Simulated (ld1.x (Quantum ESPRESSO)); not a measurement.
**bismuth (Bi), TM: configuration errors across variants**

```json
{
 "Element": "bismuth (Bi)",
 "Generator": "ld1.x (Quantum ESPRESSO) 7.5",
 "Type": "norm-conserving Troullier–Martins (Kleinman–Bylander form)",
 "Functional": "LDA (PZ)",
 "Relativity": "fully relativistic",
 "Frozen core": "[Xe] 4f14",
 "Valence charge": "15",
 "Reference configuration": "5d10 6s2 6p3",
 "Partial waves": "6p (bound): rc 1.85 bohr; 5d (bound): rc 1.80 bohr; 6s (bound): rc 1.70 bohr",
 "Local potential": "the s channel",
 "Core correction": "a·sin(br)/r model core inside 1.60 bohr"
}
```

Open shells are filled in proportion to 2j + 1 (rel_dist='average').

All-electron excitation energies from the reference (eV): (1) 5d10 6s2 6p2 8.305; (2) 5d10 6s2 6p1 24.051; (3) 5d10 6s2 6p0 47.985; (4) 5d9 6s2 6p3 33.311; (5) 5d10 6s0 6p5 20.232; (6) 5d10 6s1 6p4 9.942; (7) 5d10 6s2 6p3.3 -1.195.

Tests that are not counted but printed errors over 1 eV. “all radii but the core radius scaled by about 0.75 (s 1.28, p 1.38, d 1.34 bohr)”: 5d9 6s2 6p3 (solver errors, printed error -79.6 eV).

A true bound ghost makes a file unfit for plane-wave use even where its test errors are small: the radial tests pick states by their node count and pass the ghost by. Where a test does run into it, the solver fails or the error is huge.

Errors AE − PS in meV (a dash: test not solved or not reliable):

| change | (1) | (2) | (3) | (4) | (5) | (6) | (7) | bound ghosts |
| --- | --- | --- | --- | --- | --- | --- | --- | --- |
| base | +1.8 | +5.5 | +2.1 | -71 | +0.1 | -0.3 | +0.1 | none |
| all radii but the core radius scaled by about 0.75 (s 1.28, p 1.38, d 1.34 bohr) | +5.6 | +40 | +153 | – | +3.7 | +4.8 | 0.0 | p3/2, p1/2 |
| all radii but the core radius scaled by about 1.11 (s 1.90, p 2.06, d 2.00 bohr) | +1.3 | +2.9 | -4.3 | -118 | -6.2 | -1.8 | +0.1 | none |
| all radii but the core radius scaled by about 1.22 (s 2.06, p 2.26, d 2.20 bohr) | +1.4 | +2.9 | -3.4 | -100 | -12 | -3.0 | +0.2 | none |
| all radii but the core radius scaled by about 1.37 (s 2.32, p 2.54, d 2.46 bohr) | +1.4 | +3.8 | -1.0 | -12 | -24 | -5.6 | +0.1 | none |

**Question.** Give the same row for: all radii but the core radius scaled by about 0.89 (s 1.52, p 1.64, d 1.60 bohr).

**Answer.** +1.8, +6.7, +11, -10, -2.4, -0.5, +0.1; bound ghosts: p1/2, p3/2.
